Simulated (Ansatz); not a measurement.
One change: `[CH3][GeH2][I]` becomes `[GeH3][I]`.

Ansatz, PBE0-D4/def2-TZVP geometries, multiplicity 1. 

Elements past krypton have def2 core potentials. Scalar relativity is left out up to krypton. Spin–orbit coupling is left out; it splits and shifts lone-pair levels of the heavy atoms by tenths of an eV.

| property | `[CH3][GeH2][I]` |
| --- | --- |
| HOMO–LUMO gap (B3LYP/def2-TZVPP) / eV | 6.17 |
| HOMO–LUMO gap (ωB97M-V/def2-TZVPP) / eV | 10.62 |
| LUMO energy (PBE0/def2-TZVPP) / eV | -0.74 |
| ideal-gas entropy at 298 K and 1 bar (rigid rotor, harmonic PBE0-D4/def2-TZVP) / J/(mol·K) | 332 |
| size of the dipole moment (ωB97M-V/def2-TZVPP) / D | 2.30 |
| HOMO energy (PBE0/def2-TZVPP) / eV | -7.41 |

(1) What does the change do to each property? (An estimate is asked.)

Results:

(1) Ansatz gave: 
```
                                                                                  property  `[GeH3][I]`  shift
                                                     HOMO–LUMO gap (B3LYP/def2-TZVPP) / eV         6.01  -0.16
                                                   HOMO–LUMO gap (ωB97M-V/def2-TZVPP) / eV        10.47  -0.15
                                                        LUMO energy (PBE0/def2-TZVPP) / eV        -1.06  -0.32
ideal-gas entropy at 298 K and 1 bar (rigid rotor, harmonic PBE0-D4/def2-TZVP) / J/(mol·K)          284    -48
                                        size of the dipole moment (ωB97M-V/def2-TZVPP) / D         1.65  -0.65
                                                        HOMO energy (PBE0/def2-TZVPP) / eV        -7.59  -0.18
```

With PBE0 the HOMO falls by 0.18 eV and the LUMO falls by 0.32 eV, so the gap narrows by about 0.14 eV. PBE moves the HOMO by -0.17 eV and ωB97M-V by -0.16 eV. The zero-point energy changes by -77.0 kJ/mol with -9 modes. Dipoles are sizes alone; their direction can turn.

B3LYP here is the variant with VWN-RPA as its local correlation; programs differ in this.
